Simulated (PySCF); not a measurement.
C₄H₂ClF₃. Atoms are numbered in the order given.

```xyz
10

F     -2.4827    -0.3461     0.4352
C     -1.6226     0.3074    -0.3504
F     -2.3067     0.7261    -1.4197
F     -1.1944     1.3783     0.3082
C     -0.4997    -0.5971    -0.7677
C      0.7563    -0.3463    -0.5078
C      2.0137    -0.0882    -0.2656
Cl     2.8319    -0.6160     1.1595
H     -0.8064    -1.4971    -1.3137
H      2.6317     0.4884    -0.9603
```

Geometry optimised at PBE0-D3(BJ)/def2-SVP.

The numbers are results of SMD-ωB97X/6-31G* run with PySCF, not measurements.

Solvation free energies are E(SMD) − E(gas) at the gas-phase geometry, for 1 M in both phases. In vacuum the dipole moment is 1.88 D.

```csv
solvent,ΔG(solv) (kcal/mol),its non-electrostatic (CDS) part,dipole (D)
water,0.6,4.9,2.36
acetonitrile,-3.9,0.2,2.34
tetrahydrofuran,-3.4,0.1,2.26
```
